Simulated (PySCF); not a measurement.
Radial density of Kr (krypton, neutral)

M06-L, [Kr], closed-shell 1S. Calculation: PySCF 2.14, in cc-pVTZ-PP with ECP10MDF (5s4p3d1f, 39 functions); scalar relativity through the core potential. This is the valence pseudo-density: the core potential removes the inner electrons and smooths the orbitals near the nucleus.

```tsv
r (bohr)	4πr²ρ (e/bohr)
0.000574	5.589e-05
0.000966	0.0001577
0.00162	0.0004428
0.00273	0.001227
0.00460	0.003280
0.00773	0.008076
0.0130	0.01737
0.0219	0.03297
0.0368	0.05542
0.0619	0.1581
0.104	1.080
0.175	6.604
0.295	24.75
0.495	35.04
0.833	11.12
1.40	5.710
2.36	2.510
3.97	0.2163
6.67	0.001449
```

Energies and moments cover only the electrons outside the core potential.
